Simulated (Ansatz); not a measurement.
Computed with Ansatz on PBE0-D4/def2-TZVP structures; ΔE is electronic, products minus reactants. CCSD(T)/CBS is the MP2 limit (def2-TZVPP, def2-QZVPP) plus CCSD(T) − MP2 in def2-TZVPP, frozen cores. This one scheme is used for every species. Functionals use def2-TZVPP. B3LYP here is the variant with VWN-RPA as its local correlation; programs differ in this. HSE06 is defined as in plane-wave codes. For Ga outer-core shells are correlated without core-valence functions, which leaves a few kJ/mol of doubt a bond. Scalar relativity is left out up to krypton. One conformer a species, not always the lowest.

`O[SiH]([SiH3])[GaH2]` + HCl → `O[SiH]([SiH3])Cl` + `[GaH3]`  (cleavage of the Si–Ga bond)

| level | ΔE (kJ/mol) | difference from CCSD(T)/CBS |
| --- | --- | --- |
| PBE-D4 | -81.6 | 12.3 |
| B3LYP-D4 | -93.9 | 0.0 |
| r2SCANh-D4 | -96.6 | -2.7 |
| ωB97X-V | -100.5 | -6.6 |
| ωB97M-V | -102.4 | -8.5 |
| B2PLYP | -99.6 | -5.7 |
| r2SCAN | -96.0 | -2.1 |
| r2SCAN0 | -99.0 | -5.1 |
| HSE06 | -89.8 | 4.1 |
| BHLYP | -105.5 | -11.6 |
| CCSD(T)/def2-SVP | -92.1 | 1.8 |
| HF/def2-QZVPP | -118.9 | -25.0 |
| MP2/def2-QZVPP | -102.6 | -8.7 |
| SCS-MP2/def2-QZVPP | -104.3 | -10.4 |
| HF/CBS(def2) | -119.1 | -25.2 |
| CCSD/CBS(def2) | -96.0 | -2.1 |
| CCSD(T)/CBS | -93.9 | 0 |

Largest T1 diagnostic among the species: 0.014.

From PBE to PBE0 (25 % exact exchange), in def2-TZVPP and without D4, ΔE moves by −6.8 kJ/mol. Leaving LDA and LC-ωPBE aside and taking each functional with its dispersion term where it has one, the values spread over 20.8 kJ/mol, from ωB97M-V to PBE-D4.
